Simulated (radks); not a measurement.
The numbers below are computed, except where a source is named.
Species: Hf IV. Configuration: [Xe] 4f14 5d1.

Code: a radial shooting solver on a logarithmic mesh with Libxc functionals. Model: Dirac Kohn-Sham, Slater X-alpha with alpha = 0.667, spin-unpolarised, spherical densities, finite nucleus; open shells are shared between the two j in proportion to 2j + 1; Fermi nuclear charge, rms radius 5.347 fm.

Energy parts (hartree):
part                   energy
total             -15077.8060
kinetic            16861.0822
electron-nucleus  -37496.3799
Hartree             5850.1012
exchange            -292.6095

Orbitals (lengths in bohr, moments of r in powers of bohr; r(90%) holds 90 % of the orbital's charge):
orbital	occ.	eigenvalue (hartree)	r(90%)	<1/r>
1s1/2	2	-2394.114	0.0345	83.71
2s1/2	2	-410.0167	0.125	20.29
2p1/2	2	-391.8566	0.110	20.27
2p3/2	4	-348.1089	0.120	17.22
3s1/2	2	-94.12104	0.306	7.442
3p1/2	2	-86.03112	0.298	7.363
3p3/2	4	-76.65924	0.318	6.576
3d3/2	4	-62.88178	0.290	6.470
3d5/2	6	-60.83581	0.296	6.282
4s1/2	2	-19.68689	0.674	3.124
4p1/2	2	-16.37028	0.692	3.015
4p3/2	4	-14.21762	0.740	2.739
4d3/2	4	-8.74830	0.795	2.520
4d5/2	6	-8.35411	0.813	2.453
5s1/2	2	-3.40536	1.63	1.187
5p1/2	2	-2.45735	1.84	1.057
5p3/2	4	-2.16335	1.99	0.9624
4f5/2	6	-1.60170	1.13	1.936
4f7/2	8	-1.53742	1.15	1.905
5d3/2	0.4	-0.97160	2.94	0.6638
5d5/2	0.6	-0.94642	3.01	0.6459

The highest occupied level is 5d5/2 at -25.753 eV. The electron density at the nucleus is 1.204e+06 e/bohr^3. The density falls to 0.001 e/bohr^3 at r = 3.30 bohr. For comparison, the ionisation energy in NIST's Atomic Spectra Database is 33.37 eV (semi-empirical). In exact Kohn-Sham theory the highest level is minus the ionisation energy, but local and semilocal functionals leave it too shallow, through self-interaction and a potential that decays too fast; potentials with the right tail come closer.

Beside tabulated values, note that spin-unpolarised runs miss the spin-polarisation part of the exchange energy of open shells.
